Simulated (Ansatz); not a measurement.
mesitylene (C₉H₁₂), singlet, geometry from GFN2-xTB; HF/STO-3G run with Ansatz (an electronic-structure program).

Input for Ansatz:
Ansatz 0.2 input:
```yaml
crystal:
  periodic: [false, false, false]
  atoms:
    - {symbol: C, position_ang: [-2.43977067, -1.55518866, -0.09872202]}
    - {symbol: C, position_ang: [-1.17708094, -0.74857989, -0.03460150]}
    - {symbol: C, position_ang: [-1.22028180, 0.63706331, -0.09221986]}
    - {symbol: C, position_ang: [-0.05733351, 1.39342561, -0.05578182]}
    - {symbol: C, position_ang: [-0.12133910, 2.89132726, -0.09203453]}
    - {symbol: C, position_ang: [1.16335745, 0.74088573, 0.04109994]}
    - {symbol: C, position_ang: [1.23408869, -0.64376726, 0.10028694]}
    - {symbol: C, position_ang: [2.56139362, -1.33719340, 0.18111157]}
    - {symbol: C, position_ang: [0.05665165, -1.37684850, 0.06069939]}
    - {symbol: H, position_ang: [-2.33594721, -2.48355683, 0.45850631]}
    - {symbol: H, position_ang: [-3.28028452, -0.99393173, 0.30309087]}
    - {symbol: H, position_ang: [-2.66752655, -1.80829222, -1.13496674]}
    - {symbol: H, position_ang: [-2.17658974, 1.13653249, -0.16531012]}
    - {symbol: H, position_ang: [-0.21466574, 3.28448071, 0.92109888]}
    - {symbol: H, position_ang: [-0.98249537, 3.22945622, -0.66408556]}
    - {symbol: H, position_ang: [0.78140926, 3.30815393, -0.53277160]}
    - {symbol: H, position_ang: [2.07519379, 1.32131061, 0.07255664]}
    - {symbol: H, position_ang: [3.29708597, -0.71106919, 0.68081977]}
    - {symbol: H, position_ang: [2.47529639, -2.27892706, 0.71853165]}
    - {symbol: H, position_ang: [2.92943154, -1.55453573, -0.82240369]}
    - {symbol: H, position_ang: [0.10097980, -2.45636624, 0.10590487]}
basis:
  gaussian:
    orbitals: STO-3G
hamiltonian:
  xc: hf
accuracy: high
```

It wrote (shortened):

```
Functional definition: HF
1335 factors; integrals over basis functions are off by at most 4.6e-9 eV
mean field evaluation 1: about -9348.9811 eV, gradient 2.0e1 eV
mean field evaluation 2: about -9349.4716 eV, gradient 1.9e1 eV
mean field evaluation 4: about -9350.9800 eV, gradient 1.0e0 eV
mean field evaluation 8: about -9350.9817 eV, gradient 9.0e-7 eV
mean field -9350.98165404 eV, -343.6422374631 hartree, gradient 4.9e-8 eV, S^2 0.000000; 0 other end points of the search recorded, 0 dependent functions left out
reference -9350.98165404 eV, -343.6422374631 hartree; 33, 33 occupied and 24, 24 virtual orbitals, 1335 factors
Total energy: -9350.98165404 eV, -343.6422374631 hartree
```
